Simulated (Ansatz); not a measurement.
`C[O][Ga]([F])[Cl]` + H₂S → `C[O][Ga]([SH])[Cl]` + H–F at 298.15 K and 1 bar (ligand exchange at a Ga–F bond).

Gas-phase electronic energies from Ansatz, PBE0-D4/def2-TZVP geometries. CBS: MP2 limit from def2 TZ/QZ plus the TZ coupled-cluster correction, frozen cores. This one scheme is used for every species. For Ga outer-core shells are correlated without core-valence functions, which leaves a few kJ/mol of doubt a bond. Scalar relativity is left out up to krypton. One conformer a species, not always the lowest.

| species | CCSD(T)/CBS energy (Eh) | H − E (kJ/mol) | S (J/(mol·K)) |
| --- | --- | --- | --- |
| `C[O][Ga]([F])[Cl]` | -2598.65197 | 140.7 | 369.9 |
| H₂S | -398.97279 | 49.9 | 205.7 |
| `C[O][Ga]([SH])[Cl]` | -2897.23772 | 162.6 | 389.9 |
| H–F | -100.39570 | 33.5 | 173.6 |

H − E and S are ideal-gas, rigid-rotor, harmonic terms from PBE0-D4/def2-TZVP, for one conformer and one mirror image of each species. 1 Eh = 2625.50 kJ/mol, R = 8.31446 J/(mol·K).

By hand: ΔE, ΔH, ΔS and ΔG.

ΔE = (-2897.23772) + (-100.39570) − (-2598.65197) − (-398.97279) = -0.00866 Eh = -22.7 kJ/mol. Δ(H − E) = 162.6 + 33.5 − 140.7 − 49.9 = 5.5, so ΔH = -17.2 kJ/mol. ΔS = 389.9 + 173.6 − 369.9 − 205.7 = -12.1 J/(mol·K). ΔG = -17.2 − 298.15 × (-12.1)/1000 = -13.6 kJ/mol.

By hand: the equilibrium constant, and the temperature at which ΔG would vanish if ΔH and ΔS stayed fixed.

log₁₀ K = −ΔG/(RT ln 10) = 2.4. ΔG = 0 at ΔH/ΔS = 1421 K, though so small a ΔS makes that figure unsure.

The number of gas molecules stays the same, so ΔS is small and ΔH decides. A doubt of 5 kJ/mol in ΔE shifts log₁₀ K by 0.9 here. Other conformers and mirror images would add mixing entropy, several J/(mol·K) or more a flexible species. These are equilibria of isolated gas molecules and say nothing of rates. Largest T1 diagnostic: 0.014 (customary marks: 0.02 for closed shells, 0.045 for open ones).
